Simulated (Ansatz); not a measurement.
Ligand exchange: Sn(CH3)(NH2) + B(CH3)2(SH) → Sn(CH3)(SH) + B(CH3)2(NH2)

Species: Sn(CH3)(NH2), singlet; B(CH3)2(SH), singlet; Sn(CH3)(SH), singlet; B(CH3)2(NH2), singlet. The partners trade NH2 for SH: Sn–NH2 and B–SH bonds give way to Sn–SH and B–NH2.

Shapes, held fixed at every level: PBE0-D4/def2-TZVP. Flexible molecules stand in one conformer, not always the lowest. Programs: Ansatz 0.2.0. The zero-point and thermal change to 298 K, harmonic and unscaled (PBE0-D4/def2-TZVP), is +4.4 kJ/mol.

| level | kind | ΔH(298 K) (kJ/mol) | less CCSD(T)/def2-TZVPP |
| --- | --- | --- | --- |
| HF/def2-SVP | Hartree–Fock | -119.7 | -25.2 |
| HF/def2-TZVPP | Hartree–Fock | -108.9 | -14.4 |
| PBE-D4/def2-TZVPP | GGA | -97.4 | -2.9 |
| B3LYP-D4/def2-TZVPP | global hybrid | -102.3 | -7.8 |
| BHLYP-D4/def2-TZVPP | global hybrid | -106.9 | -12.4 |
| MP2/def2-TZVPP | perturbation theory | -93.5 | +1.0 |
| CCSD(T)/def2-SVP | coupled cluster or CI | -101.3 | -6.8 |
| CCSD(T)/def2-TZVPP | coupled cluster or CI | -94.5 | 0.0 |

The highest level, CCSD(T)/def2-TZVPP, gives ΔH(298 K) = -94.5 kJ/mol; the levels span -119.7 to -93.5. The column of differences is taken from that level and isn't an error. No measured value is set beside it here. For atoms past krypton def2 sets carry core potentials with scalar relativity. Correlated rows may include outer-core shells of Sn, which these sets cover unevenly.
